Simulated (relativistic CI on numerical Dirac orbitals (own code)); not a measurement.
**Energy levels of Ga27+**

Computed by Dirac-Coulomb-Breit CI, separate exchange-only KLI orbitals for each configuration, QED by a radiative potential, unscaled Slater integrals (own radial code, finite nucleus).

Configurations in the expansion (outside the closed core 1s2): 2s2, 2s.2p, 2p2, 2p.3s, 2p.3p, 2s.3s, 2s.3p, 2s.3d, 2s.4s, 2s.4p, 2s.4d, 2s.4f, 2s.5s, 2s.5p, 3s2, 2s.5d, 2s.5f, 2s.5g, 3s.3p, 3p2. Levels of other configurations are missing.

| No. | Configuration | Term | J | E (Ry) | % | Lifetime (s) |
| --- | --- | --- | --- | --- | --- | --- |
| 1 | 2s2 | 1S | 0 | 0.000 | 96 |  |
| 2 | 2s.2p | 3P° | 0 | 3.883 | 100 |  |
| 3 | 2s.2p | 3P° | 1 | 4.392 | 94 | 6.17e-09 |
| 4 | 2s.2p | 3P° | 2 | 6.305 | 100 | 8.56e-06 |
| 5 | 2s.2p | 1P° | 1 | 9.356 | 94 | 3.01e-11 |
| 6 | 2p2 | 3P | 0 | 10.906 | 88 | 6.12e-11 |
| 7 | 2p2 | 3P | 1 | 12.536 | 100 | 4.00e-11 |
| 8 | 2p2 | 3P | 2 | 13.138 | 58 | 5.24e-11 |
| 9 | 2p2 | 1D | 2 | 15.475 | 58 | 4.23e-11 |
| 10 | 2p2 | 1S | 0 | 17.822 | 85 | 1.81e-11 |
| 11 | 2s.3s | 3S | 1 | 119.082 | 99 | 1.22e-13 |
| 12 | 2s.3s | 1S | 0 | 119.859 | 97 | 3.11e-13 |
| 13 | 2s.3p | 3P° | 0 | 121.002 | 99 | 3.23e-11 |
| 14 | 2s.3p | 3P° | 1 | 121.020 | 67 | 1.05e-13 |
| 15 | 2s.3p | 1P° | 1 | 121.659 | 61 | 5.51e-14 |
| 16 | 2s.3p | 3P° | 2 | 121.708 | 100 | 4.39e-11 |
| 17 | 2s.3d | 3D | 1 | 122.628 | 98 | 1.94e-14 |
| 18 | 2s.3d | 3D | 2 | 122.713 | 97 | 2.02e-14 |
| 19 | 2s.3d | 3D | 3 | 122.865 | 99 | 2.10e-14 |
| 20 | 2s.3d | 1D | 2 | 123.552 | 97 | 2.71e-14 |
| 21 | 2p.3s | 3P° | 0 | 124.014 | 99 | 2.53e-13 |
| 22 | 2p.3s | 3P° | 1 | 124.256 | 75 | 1.77e-13 |
| 23 | 2p.3p | 3D | 1 | 125.243 | 69 | 1.10e-13 |
| 24 | 2p.3p | 3P | 0 | 126.318 | 82 | 6.28e-14 |
| 25 | 2p.3p | 3P | 1 | 126.340 | 36 | 7.83e-14 |
| 26 | 2p.3p | 3D | 2 | 126.355 | 73 | 8.61e-14 |
| 27 | 2p.3s | 3P° | 2 | 126.500 | 100 | 2.61e-13 |
| 28 | 2p.3s | 1P° | 1 | 126.940 | 73 | 1.36e-13 |
| 29 | 2p.3p | 3P | 1 | 128.140 | 57 | 6.90e-14 |
| 30 | 2p.3p | 3P | 2 | 128.350 | 45 | 6.16e-14 |
| 31 | 2p.3p | 3D | 3 | 128.457 | 99 | 9.63e-14 |
| 32 | 2p.3p | 3S | 1 | 128.556 | 63 | 7.66e-14 |
| 33 | 2p.3p | 1D | 2 | 129.354 | 55 | 5.70e-14 |
| 34 | 2p.3p | 1S | 0 | 130.217 | 81 | 6.14e-14 |
| 35 | 2s.4s | 3S | 1 | 159.994 | 100 | 2.61e-13 |
| 36 | 2s.4s | 1S | 0 | 160.292 | 100 | 2.57e-13 |
| 37 | 2s.4p | 3P° | 0 | 160.716 | 100 | 4.65e-13 |
| 38 | 2s.4p | 3P° | 1 | 160.743 | 80 | 2.04e-13 |
| 39 | 2s.4p | 3P° | 2 | 161.009 | 100 | 4.97e-13 |
| 40 | 2s.4p | 1P° | 1 | 161.091 | 80 | 7.90e-14 |
| 41 | 2s.4d | 3D | 1 | 161.412 | 100 | 5.20e-14 |
| 42 | 2s.4d | 3D | 2 | 161.438 | 97 | 5.23e-14 |
| 43 | 2s.4d | 3D | 3 | 161.498 | 100 | 5.30e-14 |
| 44 | 2s.4d | 1D | 2 | 161.719 | 97 | 5.28e-14 |
| 45 | 2s.4f | 3F° | 2 | 161.752 | 100 | 1.14e-13 |
| 46 | 2s.4f | 3F° | 3 | 161.761 | 89 | 1.15e-13 |
| 47 | 2s.4f | 3F° | 4 | 161.792 | 100 | 1.15e-13 |
| 48 | 2s.4f | 1F° | 3 | 161.833 | 89 | 1.17e-13 |
| 49 | 2s.5s | 3S | 1 | 178.553 | 100 | 4.05e-13 |
| 50 | 2s.5s | 1S | 0 | 178.688 | 100 | 4.15e-13 |
| 51 | 2s.5p | 3P° | 0 | 178.915 | 100 | 5.77e-13 |
| 52 | 2s.5p | 3P° | 1 | 178.927 | 79 | 3.05e-13 |
| 53 | 2s.5p | 3P° | 2 | 179.064 | 100 | 6.13e-13 |
| 54 | 2s.5p | 1P° | 1 | 179.101 | 79 | 1.37e-13 |
| 55 | 2s.5d | 3D | 1 | 179.268 | 100 | 1.01e-13 |
| 56 | 2s.5d | 3D | 2 | 179.281 | 97 | 1.02e-13 |
| 57 | 2s.5d | 3D | 3 | 179.312 | 100 | 1.03e-13 |
| 58 | 2s.5d | 1D | 2 | 179.410 | 97 | 1.01e-13 |
| 59 | 2s.5f | 3F° | 2 | 179.431 | 100 | 2.18e-13 |
| 60 | 2s.5f | 3F° | 3 | 179.436 | 92 | 2.19e-13 |
| 61 | 2s.5f | 3F° | 4 | 179.452 | 100 | 2.20e-13 |
| 62 | 2s.5g | 3G | 4 | 179.478 | 61 | 3.80e-13 |
| 63 | 2s.5g | 3G | 3 | 179.478 | 100 | 3.80e-13 |
| 64 | 2s.5f | 1F° | 3 | 179.478 | 92 | 2.23e-13 |
| 65 | 2s.5g | 3G | 5 | 179.490 | 100 | 3.80e-13 |
| 66 | 2s.5g | 1G | 4 | 179.492 | 61 | 3.81e-13 |

Energies count from the lowest computed level; ° marks odd parity; lifetimes are radiative, by E1, M1, E2, M2 decay to levels of this space only; some are left blank where a channel outside the calculation adds to the decay or the decay crosses a small, uncertain gap.

The mean weight of the leading LS term, summed over parents, in these 66 levels is 88 %, and that of the leading jj configuration (from the same eigenvectors) 94 %.

At this charge energies of transitions that change n are usually good to better than 1 %, and those within a shell (Δn = 0) to a few per cent.

LS names give the leading component of a level, which can be under half, so a name can repeat, a term be missing and a line seem to break the LS rules.
